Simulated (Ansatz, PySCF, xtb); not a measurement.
Pair of molecules: dimethyl selenide (SMILES C[Se]C) (first 9 atoms) with HF (SMILES F); geometry from B3LYP-D3(BJ)/def2-TZVP, rigid monomers moved along the line of their centres of mass till Se2···H11 is 2.03 Å.
(charge 0, multiplicity 1):
```tsv
atom	x (Å)	y (Å)	z (Å)
C	-1.3893	-0.9503	0.9030
Se	-0.0916	0.4721	0.5250
C	1.3713	-0.6904	-0.0739
H	-0.9803	-1.6266	1.6494
H	-2.2823	-0.4680	1.2935
H	-1.6288	-1.4817	-0.0148
H	1.6367	-1.3804	0.7232
H	2.2170	-0.0445	-0.2980
H	1.0700	-1.2275	-0.9698
F	0.9156	-0.0858	3.2346
H	0.5956	0.2874	2.4234
```

Counterpoise-corrected where a basis set is named; no monomer relaxation. Rows marked so take none.

Rows in 6-31G*, STO-3G carry no dispersion term and start afresh at each structure (6-31G* with six Cartesian d functions); the Pople sets are all-electron and without relativity.

Codes used: Ansatz (Gaussian basis) for Hartree–Fock, density functionals and correlated methods; PySCF for 6-31G* rows, STO-3G rows, the dispersion terms; xtb for the GFN methods. Values without a source in brackets are computed.

Q: One of these levels gives 93.7 meV for the interaction energy. Which?
(A) GFN-FF
(B) HF/6-31G* (no counterpoise)
(C) PBE-D3(BJ)/def2-TZVPPD
(D) HF/STO-3G (no counterpoise)

A: D, HF/STO-3G (no counterpoise). The others give -120.1 (GFN-FF), -83.2 (HF/6-31G* (no counterpoise)), -386.6 (PBE-D3(BJ)/def2-TZVPPD)

Ansatz is a quantum-chemistry and plane-wave program.
